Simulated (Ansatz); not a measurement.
System: C2H10Si2 (charge 0, singlet). 
Structure (B3LYP-D3(BJ)/def2-TZVP (Ansatz, a first-principles code) minimum search):
```xyz
14

C     -1.3398     1.3758    -0.7059
Si    -0.5656    -0.0053     0.3121
C     -1.1060    -1.6886    -0.3340
Si     1.7746     0.1666     0.2569
H     -2.4300     1.3125    -0.6780
H     -1.0258     1.3122    -1.7499
H     -1.0498     2.3574    -0.3272
H     -1.0044     0.1331     1.7279
H     -0.7861    -1.8289    -1.3687
H     -0.6795    -2.4973     0.2620
H     -2.1937    -1.7842    -0.3022
H      2.2326     1.4797     0.7792
H      2.2712     0.0351    -1.1384
H      2.4142    -0.9010     1.0681
```

Wanted: vertical triplet-singlet gap (E(triplet) - E(singlet); each state is the SCF solution reached for its spin), in kcal/mol. Correlated levels leave the core frozen unless marked. Open shells are spin-unrestricted. No spin-orbit coupling. Non-relativistic. CBS(X,Y): correlation extrapolated as X^-3; Hartree-Fock from the larger set. The bracket is a focal-point correction in the basis named.

| level | program | vertical triplet-singlet gap (kcal/mol) |
|---|---|---|
| HF/aug-cc-pV(Q+d)Z | Ansatz | 139.7 |
| r2SCAN/def2-TZVPD | Ansatz | 134.4 |
| PBE0/def2-TZVPD | Ansatz | 137.0 |
| BHLYP/def2-TZVPD | Ansatz | 144.6 |

Estimate the value at RI-MP2/CBS(aug-cc-pV(T+d)Z,aug-cc-pV(Q+d)Z)+[CCSD(T)-MP2]/aug-cc-pV(T+d)Z as computed with Ansatz.

145.5 kcal/mol
